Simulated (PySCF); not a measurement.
How methods differ on the ionisation energy of Ge⁺

Ge⁺ [Ar] 3d10 4s2 4p1 [4p1/2^1, M_J = 1/2] → Ge²⁺ [Ar] 3d10 4s2, as a difference of total energies. Calculation: PySCF 2.14, in x2c-SVPall-2c; the two-component X2C-1e Hamiltonian. Correlated levels: [Ne] frozen. "Screened" scales the spin-orbit matrix elements by Boettger's factors to mimic the two-electron term; Breit and QED terms are absent.

```
                    method  ionisation energy (eV)  error (eV)
           GHF (spin-free)                  15.265      -0.670
          GMP2 (spin-free)                  15.529      -0.406
 GHF (screened spin-orbit)                  15.407      -0.528
GMP2 (screened spin-orbit)                  15.674      -0.261
```

Reference: 15.935 eV (measured; NIST Atomic Spectra Database, ionization energies).

The spin-free rows lack the spin-orbit shift.

Errors of the correlated levels include the incompleteness of this basis and the frozen core.
